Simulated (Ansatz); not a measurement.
## Ligand exchange: CH3I + NaOH → CH4O + NaI

Species: CH3I `CI`, singlet; NaOH `[OH][Na]`, singlet; CH4O (methanol) `CO`, singlet; NaI (Sodium Iodide), singlet. The partners trade I for OH: C–I and Na–OH bonds give way to C–OH and Na–I.

Shapes, held fixed at every level: PBE0-D4/def2-TZVP. Programs: Ansatz 0.2.0. The zero-point and thermal change to 298 K, harmonic and unscaled (PBE0-D4/def2-TZVP), is +9.0 kJ/mol.

```csv
level,kind,ΔH(298 K) (kJ/mol),less CCSD(T)/def2-TZVPP
HF/def2-TZVPP,Hartree–Fock,-174.0,-51.0
SPW92/def2-TZVPP,LDA,-125.0,-2.0
r2SCAN-D4/def2-TZVPP,meta-GGA,-127.4,-4.4
r2SCAN0-D4/def2-TZVPP,global hybrid,-139.2,-16.2
MP2/def2-TZVPP,perturbation theory,-116.0,+7.0
CCSD(T)/def2-SVP,coupled cluster or CI,-156.7,-33.7
CCSD/def2-SVP,coupled cluster or CI,-160.9,-37.9
CCSD(T)/def2-TZVPP,coupled cluster or CI,-123.0,0.0
```

The highest level, CCSD(T)/def2-TZVPP, gives ΔH(298 K) = -123.0 kJ/mol; the levels span -174.0 to -116.0. The column of differences is taken from that level and isn't an error. No measured value is set beside it here. For atoms past krypton def2 sets carry core potentials with scalar relativity. Correlated rows may include outer-core shells of I, Na, which these sets cover unevenly.
